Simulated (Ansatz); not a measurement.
What each rung costs, and what it gives

The pair of F⁻ (SMILES [F-], atom 1) and BCl3 (SMILES ClB(Cl)Cl, atoms 2–5), both closed shells, in one local arrangement (a lower one may exist), relaxed at PBE0-D4/def2-TZVPD:

```json
{"atom": "F1", "x (Å)": "0.1565", "y (Å)": "-0.6649", "z (Å)": "-3.2697"}
{"atom": "Cl2", "x (Å)": "-1.5141", "y (Å)": "-0.0882", "z (Å)": "1.7208"}
{"atom": "B3", "x (Å)": "-0.0365", "y (Å)": "0.1558", "z (Å)": "0.7666"}
{"atom": "Cl4", "x (Å)": "0.0434", "y (Å)": "-0.1842", "z (Å)": "-0.8993"}
{"atom": "Cl5", "x (Å)": "1.3508", "y (Å)": "0.7815", "z (Å)": "1.6817"}
```

Interaction energies are counterpoise-corrected; the time is that of the whole pair.

Computed with Ansatz 0.2.0 (basis: as named in each row); correlated methods freeze the cores. B3LYP uses VWN-RPA correlation. Extrapolation: Hartree–Fock as exp(−7.88 √X), correlation as X^−2.97.

Times are rough, for one single point on 4 threads of a shared host (Arm Neoverse V2).

The estimate by CCSD(T) at an estimated basis limit (MP2 extrapolated from triple and quadruple zeta, plus CCSD(T) − MP2 in triple zeta) is -12.93 kcal/mol.

| method | basis | time (s) | interaction energy (kcal/mol) | method less estimate |
| --- | --- | --- | --- | --- |
| HF | STO-3G | under 1 | 1.75 | 14.68 |
| PBE-D4 | STO-3G | under 1 | -43.37 | -30.44 |
| SPW92 | def2-SVP | under 1 | -26.03 | -13.09 |
| B3LYP-D4 | 6-31G | under 1 | -14.51 | -1.58 |
| PBE-D4 | def2-SVP | under 1 | -21.83 | -8.90 |
| PBE0-D4 | def2-SVP | under 1 | -16.64 | -3.71 |
| CCSD(T) | def2-SVP | 2 | -8.51 | 4.42 |
| wB97M-V | def2-SVP | 3 | -13.16 | -0.23 |
| BLYP-D4 | def2-TZVPPD | 3 | -14.14 | -1.21 |
| HSE06-D4 | def2-TZVPPD | 3 | -14.30 | -1.37 |
| PBE0-D4 | def2-TZVPPD | 3 | -14.21 | -1.27 |
| B3LYP-D4 | def2-TZVPPD | 3 | -13.47 | -0.54 |
| PBE-D4 | def2-TZVPPD | 3 | -15.79 | -2.85 |
| revPBE-D4 | def2-TZVPPD | 3 | -14.23 | -1.30 |
| r2SCAN-D4 | def2-TZVPPD | 4 | -15.49 | -2.55 |
| B2PLYP | def2-TZVPPD | 4 | -12.13 | 0.80 |
| B97M-V | def2-TZVPPD | 6 | -14.28 | -1.35 |
| wB97X-V | def2-TZVPPD | 6 | -12.35 | 0.58 |
| wB97M-V | def2-TZVPPD | 8 | -12.82 | 0.11 |
| MP2 | def2-QZVPPD | 9 | -12.12 | 0.81 |
| CCSD(T) | def2-TZVPPD | 100 | -11.61 | 1.32 |

No T1 diagnostic of these runs exceeds 0.023.
